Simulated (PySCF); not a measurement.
**How methods differ on the ionisation energy of Rh**

Rh [Kr] 4d8 5s1 (4F) → Rh⁺ [Kr] 4d8 (3F), as a difference of total energies. Computed with PySCF 2.14 in x2c-TZVPPall, with the spin-free X2C one-electron Hamiltonian (Gaussian nucleus). Correlated levels: valence: [Kr] frozen; valence and next inner shell: [Ar] 3d10 frozen. The calculations carry no spin-orbit coupling.

Problem. Order these methods by the ionisation energy they give, lowest first.
A. r2SCAN
B. HSE06
C. LDA
D. MP2 (valence)

Solution. D (7.183 eV), B (7.577 eV), A (7.713 eV), C (8.120 eV).

A first-order spin-orbit estimate (lowest level to lowest level, LS coupling) adds -0.006 eV.

Errors of the correlated levels include the incompleteness of this basis and the frozen core.

For comparison: 7.459 eV (measured; NIST Atomic Spectra Database, ionization energies).
